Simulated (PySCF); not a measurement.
Record of a relaxation.

Compound: 3-methoxybenzyl alcohol, C8H10O2.
Atom-mapped SMILES: `[CH3:1][O:2][c:3]1[cH:4][cH:5][cH:6][c:7]([CH2:8][OH:9])[cH:10]1` (hydrogens: H11, H12, H13 on C1; H14 on C4; H15 on C5; H16 on C6; H17, H18 on C8; H19 on O9; H20 on C10)

Computed by this run: PySCF 2.14.0, PBE0-D3(BJ)/def2-SVP geometry optimisation, gas phase; density fitting, grid level 1; the optimiser is geomeTRIC in internal coordinates, started from a GFN2-xTB structure with every atom displaced at random (about 0.01 Å). 7 of its 14 geometries are shown. The frame can shift and turn from step to step; on so coarse a grid that alone can change the energy by a few meV, and forces under 0.02 eV/Å are noise.

Step 0: E = -12529.2999 eV, largest atomic force 3.399 eV/Å
```
atom  x, y, z in Å  |  force x, y, z in eV/Å
C1      3.311   -0.774    0.466   -2.156   1.808  -0.390
O2      1.957   -1.215    0.429   -0.131   0.353   0.027
C3      0.943   -0.306    0.234    2.532  -0.169   0.321
C4      1.177    1.068    0.083   -3.249  -0.978  -0.201
C5      0.039    1.878   -0.112    0.840  -0.300   0.200
C6     -1.239    1.367   -0.136    0.236  -0.258  -0.032
C7     -1.417   -0.009    0.025   -0.911   0.265   0.057
C8     -2.799   -0.585   -0.071   -0.623   0.248   0.122
O9     -3.309   -0.576   -1.372    0.438  -0.263  -0.985
C10    -0.332   -0.832    0.215   -0.309   0.124  -0.162
H11     3.897   -1.637    0.627    0.972  -1.256   0.130
H12     3.460   -0.044    1.291    0.081  -0.212  -0.151
H13     3.545   -0.265   -0.494    0.290  -0.230   0.236
H14     2.112    1.508    0.117    2.187   0.822   0.067
H15     0.188    2.937   -0.221    0.089   0.717  -0.095
H16    -2.089    2.018   -0.278   -0.351   0.211  -0.084
H17    -2.818   -1.603    0.334    0.093  -0.326   0.338
H18    -3.531    0.020    0.513    0.431  -0.220  -0.041
H19    -2.675   -1.045   -1.953   -0.496   0.407   0.515
H20    -0.471   -1.889    0.334    0.038  -0.744   0.126
```

Step 2: E = -12529.5285 eV, largest atomic force 0.330 eV/Å
```
atom  x, y, z in Å  |  force x, y, z in eV/Å
C1      3.292   -0.652    0.526    0.016  -0.088   0.007
O2      1.995   -1.175    0.472   -0.004  -0.244   0.047
C3      0.963   -0.333    0.266    0.319   0.085   0.000
C4      1.139    1.043    0.097   -0.286   0.059  -0.019
C5      0.009    1.838   -0.118    0.044   0.185  -0.025
C6     -1.267    1.295   -0.167    0.193  -0.027   0.022
C7     -1.433   -0.087    0.010   -0.190   0.010  -0.054
C8     -2.815   -0.672   -0.118   -0.001  -0.127   0.004
O9     -3.342   -0.519   -1.413    0.032   0.070   0.016
C10    -0.322   -0.898    0.216    0.085   0.148   0.030
H11     3.972   -1.497    0.706   -0.076   0.030  -0.010
H12     3.407    0.076    1.348    0.010   0.005  -0.003
H13     3.578   -0.166   -0.424    0.005   0.007   0.008
H14     2.131    1.502    0.131   -0.161  -0.065  -0.010
H15     0.144    2.915   -0.248   -0.007   0.029  -0.005
H16    -2.138    1.930   -0.344    0.010  -0.021  -0.008
H17    -2.795   -1.733    0.199    0.001  -0.020  -0.025
H18    -3.510   -0.150    0.559    0.021  -0.013   0.020
H19    -2.634   -0.717   -2.036   -0.025  -0.044   0.006
H20    -0.423   -1.978    0.347    0.013   0.021  -0.002
```

Step 4: E = -12529.5434 eV, largest atomic force 0.149 eV/Å
```
atom  x, y, z in Å  |  force x, y, z in eV/Å
C1      3.292   -0.675    0.541   -0.004   0.023  -0.012
O2      1.985   -1.168    0.481   -0.011   0.019   0.008
C3      0.974   -0.301    0.266   -0.022   0.009  -0.006
C4      1.132    1.077    0.097   -0.053  -0.050   0.000
C5      0.001    1.868   -0.126   -0.004   0.011  -0.002
C6     -1.269    1.311   -0.181   -0.090   0.000  -0.035
C7     -1.436   -0.073   -0.007    0.147  -0.022   0.005
C8     -2.800   -0.703   -0.121   -0.020   0.090  -0.025
O9     -3.362   -0.536   -1.398    0.006   0.059   0.008
C10    -0.311   -0.861    0.206   -0.008  -0.086   0.050
H11     3.944   -1.538    0.724    0.032  -0.019   0.006
H12     3.422    0.050    1.363   -0.001  -0.001   0.000
H13     3.595   -0.194   -0.407   -0.003  -0.001   0.009
H14     2.116    1.540    0.136    0.036   0.026   0.002
H15     0.128    2.945   -0.256   -0.009   0.003  -0.002
H16    -2.144    1.938   -0.366   -0.003   0.013  -0.006
H17    -2.743   -1.769    0.174    0.035   0.009  -0.020
H18    -3.493   -0.213    0.584   -0.017  -0.029   0.015
H19    -2.676   -0.736   -2.043   -0.017  -0.036   0.008
H20    -0.402   -1.941    0.340    0.006  -0.017  -0.001
```

Step 6: E = -12529.5523 eV, largest atomic force 0.082 eV/Å
```
atom  x, y, z in Å  |  force x, y, z in eV/Å
C1      3.301   -0.651    0.566    0.002  -0.022   0.011
O2      2.000   -1.161    0.508   -0.005  -0.003   0.000
C3      0.979   -0.310    0.274    0.033  -0.017   0.014
C4      1.128    1.068    0.095   -0.015   0.019  -0.007
C5     -0.005    1.852   -0.145    0.007   0.059  -0.003
C6     -1.271    1.289   -0.205    0.073  -0.032  -0.019
C7     -1.422   -0.094   -0.019   -0.069   0.021  -0.021
C8     -2.795   -0.706   -0.129   -0.004  -0.041   0.005
O9     -3.393   -0.471   -1.378   -0.016   0.037   0.037
C10    -0.300   -0.883    0.209   -0.003   0.037   0.032
H11     3.966   -1.504    0.758   -0.008   0.014  -0.001
H12     3.420    0.084    1.381   -0.002  -0.002   0.007
H13     3.600   -0.174   -0.384    0.001   0.001  -0.011
H14     2.110    1.539    0.139   -0.017  -0.005  -0.002
H15     0.118    2.929   -0.283    0.005   0.002  -0.001
H16    -2.150    1.907   -0.403    0.009  -0.013  -0.002
H17    -2.736   -1.785    0.112   -0.006  -0.017  -0.026
H18    -3.466   -0.249    0.617    0.009  -0.024   0.015
H19    -2.746   -0.696   -2.055    0.011  -0.023  -0.022
H20    -0.387   -1.964    0.350   -0.005   0.010  -0.005
```

Step 9: E = -12529.5767 eV, largest atomic force 0.107 eV/Å
```
atom  x, y, z in Å  |  force x, y, z in eV/Å
C1      3.316   -0.585    0.692   -0.001  -0.005   0.011
O2      2.022   -1.113    0.620    0.006   0.012  -0.016
C3      0.999   -0.290    0.310   -0.016  -0.030   0.025
C4      1.127    1.083    0.081   -0.003  -0.003  -0.003
C5     -0.012    1.827   -0.239    0.021   0.075  -0.004
C6     -1.264    1.235   -0.328    0.024  -0.059  -0.016
C7     -1.393   -0.142   -0.095    0.014  -0.035  -0.008
C8     -2.751   -0.795   -0.177    0.015   0.014  -0.036
O9     -3.544   -0.296   -1.218   -0.083  -0.032   0.059
C10    -0.264   -0.892    0.214    0.023   0.006   0.026
H11     3.986   -1.421    0.931   -0.011   0.011  -0.001
H12     3.406    0.180    1.484   -0.004   0.003   0.000
H13     3.632   -0.138   -0.267    0.001   0.000  -0.005
H14     2.096    1.579    0.145   -0.018  -0.011  -0.004
H15     0.094    2.900   -0.419    0.002   0.008  -0.001
H16    -2.150    1.818   -0.590    0.010   0.003  -0.003
H17    -2.625   -1.894   -0.234   -0.007  -0.004  -0.001
H18    -3.308   -0.595    0.755   -0.011   0.007  -0.017
H19    -3.085   -0.471   -2.047    0.042   0.034  -0.002
H20    -0.331   -1.970    0.388   -0.003   0.006  -0.006
```

Step 11: E = -12529.5848 eV, largest atomic force 0.067 eV/Å
```
atom  x, y, z in Å  |  force x, y, z in eV/Å
C1      3.313   -0.547    0.753    0.036  -0.039   0.022
O2      2.031   -1.097    0.662   -0.003  -0.006  -0.007
C3      1.003   -0.293    0.319   -0.026   0.018   0.002
C4      1.125    1.077    0.064    0.053   0.041   0.003
C5     -0.008    1.810   -0.290   -0.020  -0.040   0.003
C6     -1.254    1.201   -0.389   -0.032   0.015  -0.015
C7     -1.379   -0.171   -0.132    0.017  -0.029   0.000
C8     -2.731   -0.840   -0.205   -0.015   0.025  -0.005
O9     -3.616   -0.238   -1.108   -0.001  -0.022   0.018
C10    -0.251   -0.908    0.214   -0.005   0.003   0.001
H11     3.988   -1.369    1.027    0.000   0.019   0.000
H12     3.373    0.236    1.530   -0.003   0.003  -0.001
H13     3.648   -0.118   -0.208   -0.001   0.004  -0.005
H14     2.092    1.578    0.134   -0.019  -0.011  -0.003
H15     0.092    2.880   -0.490   -0.003  -0.008   0.001
H16    -2.141    1.771   -0.669   -0.003   0.007   0.002
H17    -2.591   -1.919   -0.413   -0.001  -0.008  -0.001
H18    -3.220   -0.780    0.783    0.009   0.010   0.002
H19    -3.209   -0.270   -1.980    0.017   0.020  -0.020
H20    -0.313   -1.982    0.406    0.001  -0.001   0.002
```

Step 13: E = -12529.5856 eV, largest atomic force under 0.02 eV/Å
```
atom  x, y, z in Å  |  force x, y, z in eV/Å
C1      3.312   -0.550    0.764   -0.001   0.002   0.000
O2      2.029   -1.099    0.666   -0.001  -0.001   0.002
C3      1.002   -0.295    0.321    0.004   0.007  -0.001
C4      1.124    1.075    0.063    0.001  -0.009   0.003
C5     -0.011    1.805   -0.294   -0.005   0.003  -0.002
C6     -1.257    1.197   -0.393    0.008   0.007   0.004
C7     -1.381   -0.175   -0.134    0.001  -0.006  -0.001
C8     -2.734   -0.841   -0.212    0.001  -0.001  -0.002
O9     -3.608   -0.238   -1.124    0.002   0.002  -0.003
C10    -0.252   -0.910    0.216   -0.010   0.001  -0.002
H11     3.985   -1.370    1.047    0.000  -0.002   0.002
H12     3.365    0.237    1.537   -0.001   0.000   0.002
H13     3.653   -0.125   -0.197    0.000   0.000   0.002
H14     2.090    1.577    0.131    0.001   0.001   0.001
H15     0.088    2.875   -0.495    0.001   0.000   0.000
H16    -2.144    1.769   -0.671    0.001  -0.002  -0.002
H17    -2.596   -1.922   -0.416   -0.001   0.001   0.001
H18    -3.228   -0.774    0.772   -0.001   0.000  -0.002
H19    -3.173   -0.230   -1.984    0.000  -0.002   0.001
H20    -0.314   -1.984    0.410    0.001   0.000  -0.001
```

Question: Summarise the path.

Answer: The energy falls by 27.57 kJ/mol from step 0 to step 13; nine tenths of that is first reached at step 7. It never rises by more than 0.2 meV. The largest force goes from 3.399 to under 0.02 eV/Å. Among the bonds C4–H14 changes most, from 1.034 to 1.090 Å; the atoms move by 0.419 Å rms after alignment.

What follows is the cost of the whole optimisation. Hardware: an AMD EPYC with one thread, on a shared host. Cost: 8.9 min of wall time, 0.79 GiB resident at most.
